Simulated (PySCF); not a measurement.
# Two-component Hartree-Fock for Tb(45+) (terbium, charge +45)

Start: [Ar] 3d2; 3d3/2 filled at m_j = +1/2, +3/2. Calculated with PySCF 2.14 in an even-tempered Gaussian basis (16 s from 11 bohr⁻², ratio 2.8; 12 p from 14 bohr⁻², ratio 2.8; 8 d from 14 bohr⁻², ratio 2.8; 3 f from 44 bohr⁻², ratio 3): generalised Hartree-Fock with the X2C-1e Hamiltonian and a Gaussian nucleus; one run each with spin-orbit coupling (SO) switched off, then screened by Boettger's factors.

```
spinor shell  electrons  ε, spin-free (eV)  ε, screened SO (eV)  weight of nominal j (screened SO)  rms radius, screened SO (bohr)
       1s1/2          2           -54993.6             -54981.4                              1.000                          0.0245
       2s1/2          2           -11440.1             -11435.4                              1.000                          0.0980
       2p1/2          2           -10470.1             -11008.9                              1.000                          0.0838
       2p3/2          4           -10470.1             -10237.0                              1.000                          0.0900
       3s1/2          2            -4286.8              -4285.3                              1.000                           0.242
       3p1/2          2            -3978.8              -4117.4                              0.999                           0.231
       3p3/2          4            -3978.8              -3917.9                              1.000                           0.243
       3d3/2          2            -3680.9              -3701.7                              0.997                           0.209
```

```tsv
quantity	spin-free	screened SO
E (hartree)	-9950.61192	-9960.21586
M_J	2	2
⟨J²⟩	8.000	6.023
⟨L²⟩	12.000	10.237
⟨S²⟩	2.000	1.538
```

Each row is a mean over spinors that exchange with the open shell spreads, by up to 28.209 eV (3p1/2).

Breit and QED terms are absent; they matter most for the inner s and p1/2 levels.

Densities and radii are taken from the X2C orbitals without a picture-change correction, which distorts them close to the nucleus.

Without spin-orbit coupling the j labels of p, d and f shells carry no meaning; the spin-free column gives the mean over the occupied spinors of each nl shell, and its ⟨J²⟩ belongs to a mixture of degenerate components.
